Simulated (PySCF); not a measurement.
Some computed properties have been withheld. Give your best values.

Compound: 4-pyridine carbaldehyde, C6H5NO.
InChI=1S/C6H5NO/c8-5-6-1-3-7-4-2-6/h1-5H

Conformer (atom-mapped SMILES and torsion angles): `[O:1]=[CH:2][c:3]1[cH:4][cH:5][n:6][cH:7][cH:8]1`: O1–C2–C3–C4 180°.

```csv
property,level,value
point group,PBE0-D3(BJ)/def2-SVP,Cs
"rotational constants A, B, C",PBE0-D3(BJ)/def2-SVP,"5.531, 1.568, 1.221 GHz"
dipole moment,PBE0/pcSseg-1,?
HOMO energy,PBE0/pcSseg-1,-7.80 eV
LUMO energy,PBE0/pcSseg-1,-2.44 eV
13C chemical shifts (computed TMS as zero) by class,GIAO PBE0/pcSseg-1,?
1H chemical shifts (computed TMS as zero) by class,GIAO PBE0/pcSseg-1,?
"isotropic shieldings of nuclei other than C and H, by class",GIAO PBE0/pcSseg-1,?
largest of the computed one-bond spin–spin couplings (means over like bonds),"B3LYP/pcJ-1, spin–dipole term left out for some pairs","13C–1H +189.5 (×2), 13C–1H +180.8, 13C–1H +172.8 (×2), 13C–13C +61.1 (×2), 13C–13C +59.0 (×2), 13C–13C +55.6, 17O–13C +33.2, 15N–13C +0.7 (×2) Hz"
```

The electronic properties come from PySCF, for the isolated species, density fitting. NMR classes are plain means over equivalent atoms (diastereotopic ones count apart unless rotation or inversion swaps them), as if these changed places fast; in this geometry the members of some classes differ.

Question: Give the isotropic shieldings of nuclei other than C and H, by class.

Answer: -119 (1 N), -358 (1 O) ppm.

Question: The dipole moment?

Answer: 1.76 D.

Question: The 1H chemical shifts (computed TMS as zero) by class?

Answer: 9.99 (1 H), 9.12 (2 H), 7.66 (2 H) ppm.

Question: What are the 13C chemical shifts (computed TMS as zero) by class?

Answer: 195.4 (1 C), 157.4 (2 C), 144.2 (1 C), 127.2 (2 C) ppm.

The dipole equals about 5.9 × 10⁻³⁰ C·m (1 D = 3.33564 × 10⁻³⁰ C·m). The rotational constants make it an asymmetric top with κ = (2B − A − C)/(A − C) = -0.84, nearer the prolate limit (−1).

For the geometry optimisation (PBE0-D3(BJ)/def2-SVP), cost: about 60 s of CPU time on one thread; the machine was shared, so the figure is rough.

One conformer stands for the species.
